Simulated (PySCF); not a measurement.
From computed data to an observable: oscillator strength and radiative lifetime

C₂H₅NO₂Si, SMILES O[Si@@H]1C=NCO1.

Geometry optimised at B3LYP-D3(BJ)/def2-SVP. The structure was generated by enumeration; whether it is a known compound was not checked. Other conformers were not sampled.

TDA-PBE/def2-SVPD run with PySCF puts the first singlet state with f over 0.02 at 5.15 eV (vertical), with the transition dipole (0.088, 0.337, 0.551) in atomic units.

### Question
Find the oscillator strength, the wavelength and the radiative lifetime that this transition would have in vacuum if emission retraced absorption.

### Answer

|μ|² = 0.4249 au, so |μ| = 1.66 D. ΔE = 5.15/27.211 = 0.1893 hartree. f = (2/3) ΔE |μ|² = 0.054 (the program prints 0.054).
λ = 1239.84/5.15 = 241 nm; ν = 41538 cm⁻¹.
Einstein's coefficient A = 0.6670 ν² f s⁻¹ (ν in cm⁻¹) = 6.2e7 s⁻¹, so τ = 1/A = 16 ns. This state is S2; the lower singlet has f = 0.000. The figure is the radiative limit of this one transition; relaxation, internal conversion, crossing to triplets and a medium change what is measured.
